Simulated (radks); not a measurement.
The numbers below are computed, except where a source is named.
Task: The arsenic ion As+, configuration [Ar] 3d(up 5, down 4) 4s2 4p3 (not the ground configuration). Code: a radial shooting solver on a logarithmic mesh with Libxc functionals. Model: scalar-relativistic Kohn-Sham, LDA (Slater exchange, Perdew-Wang correlation), spin-polarised, spherical densities, point nucleus; open shells are filled with parallel spins first. Some entries of the table are withheld. Estimate them.

orbital  occ.  eigenvalue (hartree)  <r> (bohr)  <r^2> (bohr^2)
1s up       1             -430.7711     0.04556        0.002794
1s down     1             -430.7635     0.04556        0.002794
2s up       1             -55.46049      0.2031         0.04865
2s down     1             -55.42109      0.2031         0.04862
2p up       3             -48.78838      0.1774         0.03855
2p down     3             -48.75507      0.1773         0.03852
3s up       1              -7.78130      0.5947          0.4073
3s down     1              -7.71936      0.5950          0.4077
3p up       3              -5.71194      0.6106          0.4376
3p down     3              -5.64959      0.6109          0.4378
3d up       5              -2.29633      0.6517          0.5304
3d down     4              -2.23000      0.6510          0.5285
4s up       1              -1.00282       1.777             (1)
4s down     1              -0.90697       1.788             (2)
4p up       3              -0.59740       2.129           5.229
4p down     0              -0.50758       2.195           5.610

Result: 
(1) 4s up <r^2> (bohr^2): 3.600
(2) 4s down <r^2> (bohr^2): 3.663
